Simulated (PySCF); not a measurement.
**C8H8N: g tensor and hyperfine couplings**

Species: C8H8N (doublet state).
Z-matrix (Å and degrees, GFN2-xTB geometry), rows numbered from 1:
```
C 
C   1  1.3529
C   2  1.4057  1  127.42
C   3  1.4176  2  128.06  1   -18.84
C   4  1.4102  3  124.46  2   -20.28
C   5  1.3795  4  119.26  3   179.96
N   6  1.3258  5  124.09  4     0.59
C   7  1.3265  6  117.36  5     0.71
C   8  1.3775  7  123.80  6    -0.34
H   1  1.0758  2  120.84  3  -179.98
H   1  1.0752  2  122.32  3    -3.94
H   2  1.0849  1  117.37  3   176.03
H   3  1.0828  2  116.34  1   160.56
H   5  1.0780  4  120.39  3    -3.57
H   6  1.0828  5  120.71  4   179.90
H   8  1.0825  7  115.28  6   179.15
H   9  1.0797  4  119.83  3    -0.80
```

The hyperfine couplings belong to this conformer and change with its torsions.

Identity: `[CH2]/C=C\c1ccncc1` [radical].

Computed with UKS B3LYP, pcH-1 on C H N, non-relativistic, mean-field spin-orbit, GIAO in PySCF. The structure is a single GFN2-xTB conformer in the gas phase; no vibrational or solvent corrections. A GFN2-xTB geometry isn't a minimum of the functional, and hyperfine couplings can be far from their values at a DFT geometry. The frame is twisted about the C3–C4 bond at this geometry (dihedral H13–C3–C4–C9 = -18°); couplings at other torsion angles weren't computed. No stability test was run, so a lower SCF solution isn't excluded. ⟨S²⟩ is 0.782 where a pure state has 0.75.

| Quantity | Value |
| --- | --- |
| g1, g2, g3 | 2.00228, 2.00285, 2.00312 |
| g_iso | 2.00275 |
| Form of g | rhombic: the two nearest values differ by 32 % of g3 − g1 |
| ⟨S²⟩ | 0.7817 (exact 0.7500) |
| α and β electrons | 32, 31 |
| HOMO–LUMO gap, α and β orbitals | 4.56, 3.93 eV |
| Basis functions | 305 |

Hyperfine couplings atom by atom, in mT; T1 to T3 are the principal values of the dipolar part (MHz turned into mT with g_iso):

```tsv
atom	isotope	a_iso	T1	T2	T3	Mulliken spin population
C1	13C	1.51	-1.38	-1.33	2.71	0.51
C2	13C	-1.52	-0.91	0.36	0.55	-0.23
C3	13C	1.90	-1.75	-1.68	3.43	0.62
C4	13C	-1.12	-0.50	0.21	0.29	-0.14
C5	13C	0.54	-0.42	-0.41	0.83	0.16
C6	13C	-0.45	-0.35	0.14	0.20	-0.07
N7	14N	0.19	-0.22	-0.21	0.43	0.13
C8	13C	-0.43	-0.34	0.14	0.19	-0.07
C9	13C	0.67	-0.42	-0.39	0.81	0.15
H10	1H	-1.13	-0.67	-0.02	0.69	-0.02
H11	1H	-1.10	-0.55	-0.07	0.62	-0.02
H12	1H	0.83	-0.16	-0.06	0.22	0.01
H13	1H	-1.47	-0.80	-0.04	0.84	-0.03
H14	1H	-0.35	-0.13	-0.06	0.19	-0.01
H15	1H	0.13	-0.06	-0.02	0.08	0.00
H16	1H	0.13	-0.06	-0.01	0.07	0.00
H17	1H	-0.34	-0.12	-0.07	0.19	-0.01
```

The Mulliken spin populations are largest on C3 (+0.62), C1 (+0.51), C2 (-0.23) and C5 (+0.16). The angles at C3 add up to 360.0°, so it is planar.

C1, the radical centre as drawn in `[CH2]/C=C\c1ccncc1`, holds a spin population of +0.51 out of 1.

Axes: g2 points within 7° of the C3–C4 bond.

Under fast tumbling the dipolar parts average out, and these isotropic splittings remain (the largest six): 1 × 1H (H13, I = 1/2, 2 lines) with 1.47 mT, 1 × 1H (H10, I = 1/2, 2 lines) with 1.13 mT, 1 × 1H (H11, I = 1/2, 2 lines) with 1.10 mT, 1 × 1H (H12, I = 1/2, 2 lines) with 0.83 mT, 1 × 1H (H14, I = 1/2, 2 lines) with 0.35 mT and 1 × 1H (H17, I = 1/2, 2 lines) with 0.34 mT.

H10 and H11 aren't averaged: C1 is flat or nearly so (angle sum 360°), and its turn about the short C1–C2 bond (1.35 Å) is taken as slow. C5 and C9, with what hangs on them, aren't averaged: C4 is flat or nearly so (angle sum 360°), and its turn about the short C4–C3 bond (1.42 Å) is taken as slow.

The 13C coupling of C3 (53.2 MHz) shows only in satellite lines or after enrichment, since that isotope makes up about 1.07 % of natural carbon.

The spin density at the nucleus, in bohr⁻³, is negative for C2 (-0.0379), C4 (-0.0279) and C6 (-0.0112), for instance. A restricted open-shell determinant has no negative spin density anywhere; here it arises because α and β orbitals differ (spin polarisation).

Time: 80 s of wall time (grids of density and orbitals included); peak memory 0.98 GiB. Hardware: one thread, Arm Neoverse V2 (aarch64), shared host with 96 logical CPUs at a one-minute load of 41.
